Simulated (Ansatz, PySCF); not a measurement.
Dimer: H2O (SMILES O) (first 3 atoms) with AsH3 (SMILES [AsH3]); geometry from B3LYP-D3(BJ)/def2-TZVP, rigid monomers moved along the line of their centres of mass till H3···As4 is 3.10 Å.
(charge 0, multiplicity 1):
```xyz
7

O     -0.0488     0.6324    -0.5999
H     -0.9101     0.3057    -0.8787
H     -0.0010     0.4395     0.3458
As     0.2686    -0.5736     3.2637
H     -0.1611     0.1163     4.5498
H      1.6829    -0.8170     3.7670
H     -0.2218    -1.9354     3.7332
```

Interaction energies are E(AB) − E(A) − E(B) at the monomers' geometry in the complex; basis-set methods are counterpoise corrected. Rows marked so take none.

Frozen-core correlation. Filled d and f shells under p-block atoms count as core. Rows in 3-21G, 6-31G*, STO-3G carry no dispersion term and start afresh at each structure (6-31G* with six Cartesian d functions); the Pople sets are all-electron and without relativity.

Codes used: Ansatz (Gaussian orbitals); PySCF for 3-21G rows, 6-31G* rows, STO-3G rows, the dispersion terms. Values without a source in brackets are computed.

| level | interaction energy (kcal/mol) |
|---|---|
| HF/STO-3G (no counterpoise) | -1.55 |
| HF/6-31G* | -1.11 |
| BP86/6-31G* (no counterpoise) | -1.44 |
| r2SCAN/def2-TZVPPD | -1.60 |
| r2SCAN-D4/def2-TZVPPD | -1.74 |
| B3LYP/3-21G (no counterpoise) | ___ |
| B3LYP/6-31G* | ___ |
| MP2/aug-cc-pVTZ | -1.76 |
| SCS-MP2/aug-cc-pVTZ | -1.55 |

Task: What belongs in the gaps?

Result: 
- B3LYP/3-21G (no counterpoise), interaction energy (kcal/mol): -2.44
- B3LYP/6-31G*, interaction energy (kcal/mol): -1.40

Ansatz is a program for electronic structure.
